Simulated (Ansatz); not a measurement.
CH4SSn, SMILES `[CH3][Sn][SH]`, relaxed with RKS PBE-D4/def2-SVP in the Gaussian-basis code of Ansatz from a rough embedded geometry. The force threshold is 0.03 eV/Å; the program also tests the step.

Charge 0, multiplicity 1. Sn: def2 effective core potential.

Start:

```xyz
7

C    -0.858    0.403    0.525
Sn    0.996   -0.483    0.935
S     1.777   -1.484   -1.100
H    -1.569   -0.307    0.181
H    -0.806    1.208   -0.236
H    -1.286    0.907    1.504
H     1.747   -0.245   -1.809
```

Task: How much energy does the relaxation release, and in how many steps? (Best estimate.)

Result: Computed: 17.06 kcal/mol, in 7 steps.

Task: Which bonds change most? (An estimate is asked.)

Result: The calculation gave: C1–Sn2 from 2.095 to 2.233 Å; Sn2–S3 from 2.399 to 2.478 Å; C1–H6 from 1.182 to 1.109 Å; S3–H7 from 1.428 to 1.364 Å.

Task: Give the relaxed structure. (An estimate is asked.)

Result: Computed: 
```xyz
7

C    -0.763    0.413    0.482
Sn    1.008   -0.732    1.217
S     1.980   -1.071   -1.038
H    -1.468   -0.296   -0.003
H    -0.469    1.176   -0.267
H    -1.289    0.912    1.321
H     1.001   -0.402   -1.712
```
